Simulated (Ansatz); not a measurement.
Abridged output of a molecular run in Ansatz:

```
Functional definition: HF
1516 factors; integrals over basis functions are off by at most 1.3e-3 eV
mean field evaluation 1: about -82109.4110 eV, gradient 3.2e1 eV
mean field evaluation 2: about -82109.4783 eV, gradient 3.2e1 eV
mean field evaluation 4: about -82112.6000 eV, gradient 3.4e0 eV
mean field evaluation 8: about -82112.6397 eV, gradient 1.6e-1 eV
mean field evaluation 16: about -82112.5747 eV, gradient 4.2e-1 eV
mean field -82112.63981121 eV, -3017.5838551156 hartree, gradient 4.5e-6 eV, S^2 0.000000; 0 other end points of the search recorded, 0 dependent functions left out
18 core orbitals not correlated: weight in the atoms' cores, before any rotation towards them, 1.000 or more for the frozen orbitals, at most 0.000 for the correlated occupied ones
reference -82112.63981121 eV, -3017.5838551156 hartree; 23, 23 occupied and 110, 110 virtual orbitals, 1516 factors
second order -23.96431355 eV of doubles, -0.00000000 eV of singles
cycle   1  -24.99036160 eV  change    -1.0e0 eV  update   1.0e-1
cycle   2  -25.63848154 eV  change   -6.5e-1 eV  update   3.1e-2
cycle   3  -25.72679936 eV  change   -8.8e-2 eV  update   1.2e-2
cycle   4  -25.72528364 eV  change    1.5e-3 eV  update   3.6e-3
cycle   5  -25.72678909 eV  change   -1.5e-3 eV  update   1.2e-3
cycle   6  -25.72683468 eV  change   -4.6e-5 eV  update   3.6e-4
cycle   7  -25.72676341 eV  change    7.1e-5 eV  update   1.2e-4
cycle   8  -25.72680086 eV  change   -3.7e-5 eV  update   3.6e-5
perturbative correction -0.77935828 eV, -0.0286408887 hartree
Total energy: -82139.14597035 eV, -3018.5579384975 hartree
```

Its atoms:

```xyz
15

C    -1.0047    0.9378   -1.7147
C    -1.5969    0.7750   -0.5348
Si   -0.9297   -0.3267    0.7994
Br   -2.3386   -2.0508    1.0346
C     0.7782   -0.9818    0.4281
C     1.8666    0.0873    0.5062
H    -1.4180    1.5829   -2.4849
H    -0.0795    0.4291   -1.9702
H    -2.5266    1.3085   -0.3446
H    -0.9475    0.3849    2.1037
H     0.7636   -1.4605   -0.5567
H     0.9763   -1.7841    1.1461
H     2.8531   -0.3377    0.3062
H     1.9028    0.5460    1.4975
H     1.7009    0.8902   -0.2158
```

(1) Which basis set was used?
A. def2-SVP
B. def2-QZVPP
C. def2-SVPD
D. cc-pV(T+d)Z

(2) Write the keys of the input that set method, charge and spin (a neutral closed shell needs none for the last two).

Results:

(1) A. It gives 151 functions.

(2) 
```yaml
correlation: {method: ccsd_t}
```
